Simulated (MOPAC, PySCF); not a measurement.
C$_{4}$H$_{8}$S, SMILES `C=CCSC` (C–C–C–S torsion -116°, C–C–S–C torsion -73°), neutral singlet in the gas phase. 

Cartesian coordinates (Å):
```xyz
13

C     -2.3319    -0.5729    -0.1075
C     -1.0641    -0.3567     0.2184
C     -0.3240     0.9072    -0.0665
S      1.0765     0.6995    -1.2290
C      2.2562    -0.1702    -0.1624
H     -2.8225    -1.5121     0.1128
H     -2.9237     0.1820    -0.6130
H     -0.5038    -1.1384     0.7220
H      0.0733     1.3517     0.8496
H     -0.9796     1.6409    -0.5364
H      1.8982    -1.1611     0.1142
H      3.1749    -0.2808    -0.7367
H      2.4704     0.4109     0.7353
```
Charge 0, spin multiplicity 1.

All levels are single points at this geometry (B3LYP-D3(BJ)/def2-TZVP); Pople sets use spherical d functions. Orbital energies aren't observables, and empty levels follow the basis.

| level | HOMO (eV) | LUMO (eV) | gap (eV) | dipole (D) | vertical IE, Delta-SCF (eV) |
|---|---|---|---|---|---|
| B3LYP-D3(BJ)/def2-TZVP in PySCF | -6.09 | -0.30 | 5.79 | 1.46 | 8.43 |
| PBE-D3(BJ)/def2-TZVP in PySCF | -5.10 | -1.08 | 4.02 | 1.45 | 8.25 |
| B3LYP/3-21G in PySCF | -5.97 | 0.29 | 6.25 | 1.77 | – |
| B3LYP/6-311+G** in PySCF | -6.14 | -0.45 | 5.70 | 1.56 | – |
| PM3 in MOPAC | -8.97 | 0.23 | 9.20 | 1.99 | – |
| PM7 in MOPAC | -8.55 | 0.08 | 8.63 | 1.70 | – |
